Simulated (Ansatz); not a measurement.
CH$_{5}$NZn (`N[CH2][ZnH]`). Charge 0, multiplicity 1. The structure was optimised at the PBE0-D4/def2-TZVP level. It is one conformer, not always the lowest.

```xyz
8

N    -0.969   -0.741   -0.239
C    -0.233    0.467    0.147
Zn    1.679    0.256   -0.244
H    -0.703   -1.530    0.336
H    -1.967   -0.618   -0.110
H    -0.413    0.800    1.181
H    -0.571    1.290   -0.494
H     3.178    0.077   -0.577
```

Q: What is the dipole moment at ωB97M-V/def2-TZVPP? (An estimate is asked.)

A: The calculation gave: 1.49 D, with components (-0.77, 0.26, 1.24) D in this frame, pointing from negative to positive charge.

Q: And with PBE, r2SCAN, B3LYP? (Best estimate.)

A: Computed: PBE 1.52 D, r2SCAN 1.51 D, B3LYP 1.51 D.

Q: Give the Mulliken charges with ωB97M-V, r2SCAN, PBE in def2-TZVPP. (An estimate is asked.)

A: The calculation gave: 
```csv
atom,ωB97M-V,r2SCAN,PBE
N1,-0.31,-0.38,-0.36
C2,-0.29,-0.14,-0.18
Zn3,0.27,0.27,0.19
H4,0.10,0.13,0.14
H5,0.10,0.13,0.13
H6,0.11,0.06,0.09
H7,0.13,0.07,0.10
H8,-0.11,-0.14,-0.11
```

B3LYP here is the variant with VWN-RPA as its local correlation; programs differ in this.
